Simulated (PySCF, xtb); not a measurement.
C2H6BBrO, SMILES CCOBBr. One conformer was computed; it need not be the lowest.

Harmonic wavenumbers (cm⁻¹) from GFN2-xTB (xtb) at its own minimum, in rising order: 62, 105, 165, 233, 305, 428, 729, 757, 835, 900, 1050, 1083, 1101, 1156, 1250, 1323, 1356, 1403, 1470, 1477, 1490, 2553, 2910, 2943, 3038, 3049, 3054.

### Question
What does PySCF 2.14.0 with PBE-D3(BJ)/def2-SVP give at its own minimum? (The exact figures need the calculation; the answer reports its results.)

### Answer
60, 108, 182, 263, 307, 429, 719, 791, 811, 856, 1015, 1068, 1083, 1138, 1252, 1315, 1346, 1390, 1406, 1423, 1444, 2560, 2966, 2980, 3027, 3076, 3080. Paired by order, the mean absolute difference is 23 cm⁻¹ and the zero-point energies are 51.8 and 51.6 kcal/mol.
